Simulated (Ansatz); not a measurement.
`[NH]=[Nb]([NH2])([NH2])[Cl]`, relaxed with RKS PBE0-D4/def2-TZVP in Ansatz 0.2.0 from a PBE-D4/def2-SVP geometry. The force threshold is 0.005 eV/Å; the program also tests the step.

Total charge 0; spin multiplicity 1. Nb takes the def2 core potential.

Start:

```xyz
10

N    -0.109    0.807   -1.663
Nb   -0.463    0.128   -0.079
N     0.662    1.152    1.189
N     0.092   -1.770   -0.191
Cl   -2.730    0.270    0.551
H    -0.103    1.244   -2.589
H     1.308    1.916    0.973
H     0.747    0.907    2.183
H     0.496   -2.257   -0.997
H     0.100   -2.397    0.623
```

```
        step  energy (eV)  largest force (eV/Å)  largest move (Å)
           1  -18622.2866                 0.692             0.000
           2  -18622.3290                 0.310             0.045
           3  -18622.3323                 0.056             0.016
           4  -18622.3326                 0.030             0.015
           5  -18622.3327                 0.011             0.005
           6  -18622.3328                 0.011             0.005
7 (rejected)  -18622.3328                 0.011             0.004
           8  -18622.3328                 0.007             0.002
           9  -18622.3328                 0.007             0.003
          10  -18622.3328                 0.001             0.000
```

End:

```xyz
10

N    -0.113    0.796   -1.639
Nb   -0.454    0.122   -0.071
N     0.660    1.145    1.189
N     0.093   -1.765   -0.186
Cl   -2.706    0.278    0.528
H    -0.096    1.224   -2.552
H     1.278    1.905    0.953
H     0.754    0.913    2.169
H     0.473   -2.225   -0.998
H     0.110   -2.393    0.607
```

Run time 44 s (4 threads of an Arm Neoverse V2 on a shared host); peak host memory 0.55 GiB.
